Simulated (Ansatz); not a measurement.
The same group exchange along the group B, Al, Ga.

Program: Ansatz. Geometries: PBE0-D4/def2-TZVP. ΔE: electronic, gas phase. CBS: MP2 limit from def2 TZ/QZ plus the TZ coupled-cluster correction, frozen cores. This one scheme is used for every species. DFT in def2-TZVPP. For Ga outer-core shells are correlated without core-valence functions, which leaves a few kJ/mol of doubt a bond. Scalar relativity is left out up to krypton. One conformer a species, not always the lowest.

| reaction | CCSD(T)/CBS(def2) (eV) |
| --- | --- |
| `NB(S)Cl` + CH₄ → `CB(N)S` + HCl | 0.84 |
| `[NH2][Al]([SH])[Cl]` + CH₄ → `[CH3][Al]([NH2])[SH]` + HCl | 1.73 |
| `[NH2][Ga]([SH])[Cl]` + CH₄ → `[CH3][Ga]([NH2])[SH]` + HCl | ? |

Q: Fill in the missing values. (An estimate is asked.)

A: Computed: `[NH2][Ga]([SH])[Cl]` + CH₄ → `[CH3][Ga]([NH2])[SH]` + HCl: +1.32 eV.

Largest T1 diagnostic: 0.012, for `[CH3][Ga]([NH2])[SH]`.
